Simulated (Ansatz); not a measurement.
`[SiH3]CI` + `CF` → `FCCI` + SiH₄ at 500 K and 1 bar (formal exchange of groups at a C–Si bond).

Gas-phase electronic energies from Ansatz, PBE0-D4/def2-TZVP geometries. CBS: MP2 limit from def2 TZ/QZ plus the TZ coupled-cluster correction, frozen cores. This one scheme is used for every species. def2 core potentials past Kr. For I outer-core shells are correlated without core-valence functions, which leaves a few kJ/mol of doubt a bond. One conformer a species, not always the lowest.

| species | CCSD(T)/CBS energy (Eh) | H − E (kJ/mol) | S (J/(mol·K)) |
| --- | --- | --- | --- |
| `[SiH3]CI` | -627.57596 | 171.3 | 364.2 |
| `CF` | -139.63461 | 122.2 | 244.8 |
| `FCCI` | -475.73911 | 186.5 | 358.4 |
| SiH₄ | -291.46306 | 102.4 | 230.9 |

H − E and S are ideal-gas, rigid-rotor, harmonic terms from PBE0-D4/def2-TZVP, for one conformer and one mirror image of each species. 1 Eh = 2625.50 kJ/mol, R = 8.31446 J/(mol·K).

Task: By hand: ΔE, ΔH, ΔS and ΔG.

Result: ΔE = (-475.73911) + (-291.46306) − (-627.57596) − (-139.63461) = 0.00840 Eh = 22.1 kJ/mol. Δ(H − E) = 186.5 + 102.4 − 171.3 − 122.2 = -4.6, so ΔH = 17.5 kJ/mol. ΔS = 358.4 + 230.9 − 364.2 − 244.8 = -19.7 J/(mol·K). ΔG = 17.5 − 500 × (-19.7)/1000 = 27.4 kJ/mol.

Task: By hand: the equilibrium constant, and the temperature at which ΔG would vanish if ΔH and ΔS stayed fixed.

Result: log₁₀ K = −ΔG/(RT ln 10) = -2.9. ΔH and −TΔS have one sign here, so there is no such temperature.

TΔS isn't small against ΔH here. A doubt of 5 kJ/mol in ΔE shifts log₁₀ K by 0.5 here. Other conformers and mirror images would add mixing entropy, several J/(mol·K) or more a flexible species. These are equilibria of isolated gas molecules and say nothing of rates. Largest T1 diagnostic: 0.011 (customary marks: 0.02 for closed shells, 0.045 for open ones).
